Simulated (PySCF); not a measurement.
Spectra and structures to be paired. The calculation used TDDFT wB97X-D/def2-SVPD, vertical, gas phase, core orbitals frozen in the response in PySCF. Geometries: GFN2-xTB; one conformer of each isolated species. Triplets are in the Tamm–Dancoff approximation.

A. `CCO[SiH]1C[SiH2]C1`
B. `O=CO[SiH]1[SiH2][SiH2][SiH2]1`
C. `CC(C)(C=O)[SiH2][SiH3]`

Lowest singlet levels (six at most, fewer where fewer were computed) with oscillator strengths:

1. 4.23 eV (f 0.002); 6.07 eV (f 0.041); 6.69 eV (f 0.008); 7.02 eV (f 0.003); 7.07 eV (f 0.025); 7.57 eV (f 0.010); T1 3.72 eV
2. 6.77 eV (f 0.010); 7.10 eV (f 0.000); 7.32 eV (f 0.057); 7.47 eV (f 0.044); 7.57 eV (f 0.005); 7.66 eV (f 0.134); T1 6.55 eV
3. 4.70 eV (f 0.007); 5.45 eV (f 0.002); 5.63 eV (f 0.003); 6.01 eV (f 0.001); 6.22 eV (f 0.126); 6.26 eV (f 0.069); T1 4.25 eV

Problem. Match each spectrum to its molecule.

Solution. 1 = C, 2 = A, 3 = B.
- A: S1 at 6.77 eV, HOMO→LUMO (83%); Löwdin shares by element: HOMO carbon 26% or more, silicon 26%, oxygen 18% (atoms not listed hold the other 31%); LUMO silicon 33%, carbon 21% or more (atoms not listed hold the other 46%); HOMO -9.40 and LUMO 1.84 eV.
- B: S1 at 4.70 eV, HOMO→LUMO (96%); Löwdin shares by element: HOMO silicon 80% (atoms not listed hold the other 20%); LUMO silicon 72% (atoms not listed hold the other 28%); HOMO -9.19 and LUMO 0.15 eV; point group Cs.
- C: S1 at 4.23 eV, HOMO→LUMO (78%), HOMO-1→LUMO (14%); Löwdin shares by element: HOMO oxygen 36%, carbon 27% or more, silicon 9% or more (atoms not listed hold the other 28%); LUMO carbon 43% or more, oxygen 26%, silicon 9% or more (atoms not listed hold the other 22%); HOMO -9.31 and LUMO 0.55 eV.
